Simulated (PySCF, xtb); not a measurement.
C2H6STe, SMILES CS[Te]C.

xtb with GFN2-xTB at its own geometry gives an orbital gap of 3.62 eV and a dipole moment of 2.55 D.

The structure is a stationary point at B3LYP-D3(BJ)/def2-SVP. The def2 effective core potentials stand for the cores of Te; spin–orbit coupling is left out. The values are those of a single conformer.

Q: What does PySCF with PBE0/def2-TZVP give? (An estimate is asked for; the answer gives what the named calculation found.)

A: gap 4.71 eV (levels -6.15 and -1.43 eV), dipole 1.89 D.
